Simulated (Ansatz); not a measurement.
IZn, charge +2, quartet, geometry from GFN2-xTB of the parent state (such geometries of metal compounds can be far from the true shape) (a state made from the parent by changing its charge; the spin is typed, not shown lowest) (core potentials on I); PBE/def2-TZVP run with Ansatz (an electronic-structure program).

The Ansatz input:
Ansatz 0.2 input:
```yaml
crystal:
  periodic: [false, false, false]
  atoms:
    - {symbol: Zn, position_ang: [-0.00000000, -0.00000000, -1.52043851]}
    - {symbol: I, position_ang: [0.00000000, 0.00000000, 0.86062557]}
basis:
  gaussian:
    orbitals: def2-TZVP
hamiltonian:
  xc: pbe
total_charge: 2
magnetization: {spin_polarized: true, initial_magnetization: 3}
```

Question: Write the output that Ansatz gives for this input, abridged.

Answer: 
```
Functional definition: PBE
827 factors; their error is unknown
mean field evaluation 1: about -56418.0926 eV, gradient 1.4e2 eV
mean field evaluation 2: about -56183.4963 eV, gradient 3.4e2 eV
mean field evaluation 4: about -56476.4995 eV, gradient 5.2e1 eV
mean field evaluation 8: about -56487.0812 eV, gradient 4.4e-1 eV
mean field evaluation 16: about -56487.0672 eV, gradient 5.7e-5 eV
mean field evaluation 32: about -56484.8482 eV, gradient 1.3e1 eV
mean field evaluation 64: about -56487.0672 eV, gradient 5.7e-5 eV
mean field -56487.06719111 eV, -2075.8614309639 hartree, gradient 5.7e-5 eV, S^2 3.752682; 6 other end points of the search recorded, 0 dependent functions left out
reference -56487.06723710 eV, -2075.8614326539 hartree; 28, 25 occupied and 70, 73 virtual orbitals, 827 factors
Total energy: -56487.06723710 eV, -2075.8614326539 hartree
```
